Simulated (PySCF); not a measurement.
C4H12NPSi2.
SMILES with atom numbers: `[NH2:1][Si@@H:2]([PH2:3])[C@@H:4]1[CH2:5][CH:6]=[CH:7][SiH2:8]1`

Cartesian coordinates in Å at the GFN2-xTB level; atoms count from 1:
```xyz
20
C4H12NPSi2 angstrom
N      2.423   -1.092   -1.067
Si     1.426   -0.957    0.338
P      2.339    0.745    1.486
C     -0.355   -0.660   -0.262
C     -0.505    0.631   -1.088
C     -1.783    1.330   -0.750
C     -2.495    0.903    0.288
Si    -1.679   -0.566    1.114
H      2.224   -1.817   -1.737
H      3.419   -0.986   -0.960
H      1.440   -2.123    1.244
H      1.147    1.183    2.025
H      2.274    1.657    0.451
H     -0.619   -1.504   -0.903
H     -0.461    0.420   -2.159
H      0.319    1.323   -0.880
H     -2.060    2.179   -1.362
H     -3.412    1.385    0.584
H     -1.151   -0.262    2.450
H     -2.497   -1.781    1.185
```

NICS = −σ at a ghost point: NICS(0) at the centroid of the ring atoms, NICS(1) 1 Å to either side along the normal of their mean plane, zz for the tensor component along that normal. Level: GIAO PBE0/pcSseg-1 (PySCF, non-relativistic, gas phase) on the GFN2-xTB geometry, one conformer.

Ring bond lengths (Å), with Mayer bond orders in brackets: C4–C5 1.540 (0.98), C5–C6 1.495 (1.05), C6–C7 1.329 (1.90), C7–Si8 1.873 (0.91), Si8–C4 1.912 (0.88).

Give the NICS values of each ring in ppm.

```
           ring                                                      type  NICS(0)  NICS(1), two faces  NICS(1)zz, two faces  rms pucker (Å)  centre to ring atoms, mean (Å)
C4–C5–C6–C7–Si8  5-membered ring with Si; formal bonds 1 double, 4 single     -3.0         -3.5 / -3.6           -3.6 / -3.4            0.06                            1.38
```

What do they say, and how far can they be read as aromaticity?

- C4–C5–C6–C7–Si8: mean NICS(1)zz -3.5 ppm, shielded. C4, C5, Si8 have four or more neighbours, and the NICS criterion for π rings isn't applied.

At the first NICS(1) probe listed for ring C4–C5–C6–C7–Si8, 1 Å off the ring, what do the in-plane components average?

The isotropic value is a third of the trace: (3 × -3.5 − (-3.6))/2 = -3.5 ppm.

What are the shieldings of the ring atoms and their hydrogens in the same run (means over atoms taken as equivalent)?

| atoms | environment | σ isotropic (ppm) | principal values of the symmetric part, first atom (ppm) |
| --- | --- | --- | --- |
| C4 | sp3 carbon bound to silicon | 177.0 | 158.7, 180.0, 192.2 |
| C5 | allylic carbon | 146.4 | 125.9, 142.1, 171.3 |
| C6 | alkene CH carbon | 21.0 | -96.9, 21.0, 138.8 |
| C7 | alkene CH carbon | 57.9 | -48.1, 57.2, 164.8 |
| Si8 | SiH2 silicon | 377.3 | 311.2, 380.4, 440.2 |
| H14 | methine hydrogen | 30.77 | 26.8, 27.4, 38.1 |
| H15 | methylene hydrogen | 28.74 | 23.2, 27.4, 35.6 |
| H16 | methylene hydrogen | 28.84 | 23.2, 30.2, 33.0 |
| H17 | vinylic hydrogen | 24.44 | 23.0, 24.5, 25.9 |
| H18 | vinylic hydrogen | 25.67 | 24.7, 25.2, 27.2 |
| H19 | Si–H hydrogen | 27.25 | 23.3, 26.8, 31.6 |
| H20 | Si–H hydrogen | 26.96 | 23.4, 24.3, 33.2 |

Time: 42 s of wall time; peak memory 0.90 GiB. Hardware: one thread of an Arm Neoverse V1, no GPU, shared host. This is the whole shielding run at PBE0/pcSseg-1, SCF included.
